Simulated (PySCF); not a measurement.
**C3H9NO2Si: full NMR table**

* Formula: C3H9NO2Si
* SMILES: CNC(=O)C[SiH2]O
* InChI: InChI=1S/C3H9NO2Si/c1-4-3(5)2-7-6/h6H,2,7H2,1H3,(H,4,5)
* Point group of the computed structure: C1
* Degrees of unsaturation: 1
* Carbon signals: 3
* Proton signals: 5

Molfile (atoms numbered from 1):
```
C3H9NO2Si
     RDKit          3D

 16 15  0  0  0  0  0  0  0  0999 V2000
   -2.5208    0.6924    0.4986 C   0  0  0  0  0  0  0  0  0  0  0  0
   -1.4478   -0.2184    0.1827 N   0  0  0  0  0  0  0  0  0  0  0  0
   -0.2219    0.2029   -0.1954 C   0  0  0  0  0  0  0  0  0  0  0  0
    0.0472    1.3949   -0.2953 O   0  0  0  0  0  0  0  0  0  0  0  0
    0.7966   -0.8608   -0.4295 C   0  0  0  0  0  0  0  0  0  0  0  0
    2.2398   -0.5560    0.8080 Si  0  0  0  0  0  4  0  0  0  0  0  0
    2.4699    1.0367    0.8755 O   0  0  0  0  0  0  0  0  0  0  0  0
   -3.3826    0.5151   -0.1475 H   0  0  0  0  0  0  0  0  0  0  0  0
   -2.1455    1.7009    0.3316 H   0  0  0  0  0  0  0  0  0  0  0  0
   -2.8268    0.5879    1.5417 H   0  0  0  0  0  0  0  0  0  0  0  0
   -1.6293   -1.2054    0.2655 H   0  0  0  0  0  0  0  0  0  0  0  0
    0.3712   -1.8575   -0.3552 H   0  0  0  0  0  0  0  0  0  0  0  0
    1.1933   -0.7305   -1.4348 H   0  0  0  0  0  0  0  0  0  0  0  0
    3.4502   -1.1866    0.2951 H   0  0  0  0  0  0  0  0  0  0  0  0
    1.8296   -1.0801    2.1130 H   0  0  0  0  0  0  0  0  0  0  0  0
    1.7694    1.5734    0.4696 H   0  0  0  0  0  0  0  0  0  0  0  0
  1  2  1  0
  2  3  1  0
  3  4  2  0
  3  5  1  0
  5  6  1  0
  6  7  1  0
  1  8  1  0
  1  9  1  0
  1 10  1  0
  2 11  1  0
  5 12  1  0
  5 13  1  0
  6 14  1  0
  6 15  1  0
  7 16  1  0
M  END
```

[PySCF 2.14.0 with density-fitted response routines: shielding tensors at PBE0/pcSseg-1 (GIAO); coordinates at the GFN2-xTB level; non-relativistic; rapidly exchanging positions averaged; no solvent model; single conformer]

Shifts are taken against calculated references (same method and geometry level): $^{1}$H, $^{13}$C, $^{29}$Si vs TMS; $^{15}$N against NH3; H2O for $^{17}$O.

| carbon | δC, type | δH (multiplicity) | HMBC from (2–3 bonds) | span of the C tensor (ppm) |
| --- | --- | --- | --- | --- |
| C1 | 26.8, CH3 | 3.17 (d) | – | 56 |
| C3 | 175.2, C | – | H14/H15, H8/H9/H10, H12/H13 | 163 |
| C5 | 26.1, CH2 | 1.59 (t) | H14/H15 | 44 |

Other nuclei:
```tsv
atoms	nucleus	environment	δ (ppm)	σ (ppm)
H14/H15	$^{1}$H	hydrogen on a silicon bonded to C, O	5.04	26.68
H11	$^{1}$H	hydrogen on an amide-type nitrogen	4.81	26.91
H16	$^{1}$H	hydrogen on an oxygen bonded to Si	4.76	26.96
Si6	$^{29}$Si	silicon bonded to C, O, 2 H	-29.8	379.0
N2	$^{15}$N	amide-type nitrogen	127.8	139.9
O4	$^{17}$O	amide-type carbonyl oxygen	377.1	-41.1
O7	$^{17}$O	oxygen bonded to Si, H	15.2	320.8
```

Carbon types of the structure: 1 × C, 1 × CH2, 1 × CH3, leaving 4 H on heteroatoms. δC 175.2: amide carbonyl carbon; it is a carbonyl in resonance with an O or N lone pair, the region of acids, esters and amides. δC 26.8: methyl carbon bonded to N; deshielded by the electronegative neighbour. δC 26.1: sp3 CH2 bonded to Si, α to a carbonyl; the adjacent C=O deshields it moderately. δH 4.81: hydrogen on an amide-type nitrogen; labile proton, position sensitive to the medium. δH 4.76: hydrogen on an oxygen bonded to Si; exchangeable; this is the value without hydrogen bonding to other molecules.

Exchangeable OH/NH protons stand at their gas-phase positions; hydrogen bonding in a real sample shifts them, mostly to higher δ. Amide-type NH protons are broadened by 14N but still split neighbouring CH signals. Shifts are as computed. Against solution values, carbons near 30 ppm lie about +3 ppm off and those near 130 ppm about +5 ppm. Of 1309 compounds with measured shifts, 239 miss one by over three times the rms of a fit or turn the order of signals round; such compounds aren't used in these exercises. Hydrogen bonding in solution shields acid and N–H amide carbonyl oxygens by tens of ppm. The C=O carbon of an acid or of an amide with N–H lies up to 10 ppm further downfield in solution, through hydrogen bonding that the calculation lacks. Unscaled 17O shifts of doubly bonded oxygen tend to come out too high, by tens of ppm or more. Experimental scales use liquid or dissolved standards, which lie at an offset from isolated NH3 (liquid NH3: subtract about 20 ppm) and H2O (liquid H2O: subtract about 36 ppm). Multiplicities follow the n + 1 count of equivalent neighbours, as no J values were calculated; m marks all less simple cases, F and P coupling included.
